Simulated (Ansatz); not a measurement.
Cartesian coordinates in Å:
```
B 0.764 -0.924 -0.463
O -0.136 -0.101 -1.094
Si -0.583 0.696 0.315
S 0.797 -0.551 1.346
H 1.421 -1.751 -1.011
H -2.013 0.494 0.639
H -0.251 2.137 0.268
```

Total charge 0; spin multiplicity 1.

Question: List the CAM-B3LYP/def2-TZVPP orbital energies in eV (the Gaussian-basis code of Ansatz). (Best estimate.)

Answer: The calculation gave: Occupied: -2419.64, -1802.56, -523.14, -217.74, -187.32, -162.27, -162.23, -162.17, -146.99, -102.37, -102.32, -102.27, -30.49, -22.36, -17.43, -15.03, -14.21, -13.65, -13.46, -11.27, -10.54, -10.31, -9.25. Lowest empty: 0.43, 0.61, 1.36, 1.87, 3.00, 3.26, 3.42, 3.63.
